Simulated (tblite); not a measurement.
Compound: C7H14O2.
SMILES with atom numbers: `[OH:1][CH2:2][C@@H:3]1[CH2:4][CH2:5][CH2:6][CH2:7][O:8][CH2:9]1` (hydrogens: H10 on O1; H11, H12 on C2; H13 on C3; H14, H15 on C4; H16, H17 on C5; H18, H19 on C6; H20, H21 on C7; H22, H23 on C9)

Computed with GFN2-xTB (tblite), gas phase: L-BFGS steps from a force-field or distance-geometry start until the largest atomic force falls under 0.01 eV/Å.

At the end of the run (lengths in Å): C2–C3 1.534, O1–H10 0.964, C6–C7 1.541, C7–H21 1.095, C5–C6 1.529, C6–H19 1.091, C4–H14 1.093, C3–C4–C5 112.1°, C4–C3–C9 112.7°, O1–C2–C3 113.2°, C3–C9–O8 114.9°, O1–C2–C3–C4 -176°, C2–C3–C4–C5 169°, C3–C4–C5–C6 88°, H13–C3–C4–C5 51°, H13–C3–C9–O8 -63°.

Question: These geometries were met on the way; a selection of coordinates is given. Order them by energy above the end point, lowest first.
A. C2–C3 1.532, O1–H10 0.965, C6–C7 1.544, C7–H21 1.095, C5–C6 1.533, C6–H19 1.092, C4–H14 1.095, C3–C4–C5 111.0°, C4–C3–C9 110.5°, O1–C2–C3 112.7°, C3–C9–O8 111.8°, O1–C2–C3–C4 -175°, C2–C3–C4–C5 154°, C3–C4–C5–C6 85°, H13–C3–C4–C5 37°, H13–C3–C9–O8 -50°
B. C2–C3 1.511, O1–H10 0.962, C6–C7 1.538, C7–H21 1.080, C5–C6 1.531, C6–H19 1.081, C4–H14 1.088, C3–C4–C5 106.1°, C4–C3–C9 108.9°, O1–C2–C3 109.1°, C3–C9–O8 108.8°, O1–C2–C3–C4 -179°, C2–C3–C4–C5 152°, C3–C4–C5–C6 91°, H13–C3–C4–C5 30°, H13–C3–C9–O8 -46°
C. C2–C3 1.497, O1–H10 1.001, C6–C7 1.506, C7–H21 1.129, C5–C6 1.497, C6–H19 1.121, C4–H14 1.121, C3–C4–C5 105.0°, C4–C3–C9 106.0°, O1–C2–C3 106.6°, C3–C9–O8 109.5°, O1–C2–C3–C4 180°, C2–C3–C4–C5 154°, C3–C4–C5–C6 94°, H13–C3–C4–C5 29°, H13–C3–C9–O8 -43°
D. C2–C3 1.528, O1–H10 0.966, C6–C7 1.553, C7–H21 1.095, C5–C6 1.531, C6–H19 1.092, C4–H14 1.095, C3–C4–C5 108.7°, C4–C3–C9 109.9°, O1–C2–C3 112.3°, C3–C9–O8 112.5°, O1–C2–C3–C4 -176°, C2–C3–C4–C5 152°, C3–C4–C5–C6 88°, H13–C3–C4–C5 34°, H13–C3–C9–O8 -49°
E. C2–C3 1.516, O1–H10 0.962, C6–C7 1.545, C7–H21 1.090, C5–C6 1.523, C6–H19 1.085, C4–H14 1.082, C3–C4–C5 107.9°, C4–C3–C9 110.0°, O1–C2–C3 112.4°, C3–C9–O8 111.1°, O1–C2–C3–C4 -178°, C2–C3–C4–C5 151°, C3–C4–C5–C6 89°, H13–C3–C4–C5 32°, H13–C3–C9–O8 -48°

Answer: A (0.066 eV), D (0.113 eV), E (0.186 eV), B (0.340 eV), C (0.732 eV).

| step | E above end (eV) | rms distance from the end, all atoms (Å) | largest force (eV/Å) | rms shift of all bonds from the end (Å) |
| --- | --- | --- | --- | --- |
| 16 | 0.066 | 0.216 | 0.173 | 0.002 |
| 8 | 0.113 | 0.244 | 0.221 | 0.004 |
| 4 | 0.186 | 0.253 | 0.495 | 0.009 |
| 2 | 0.340 | 0.262 | 0.772 | 0.011 |
| 0 | 0.732 | 0.269 | 2.021 | 0.024 |

Rows stand in the order of the answer.
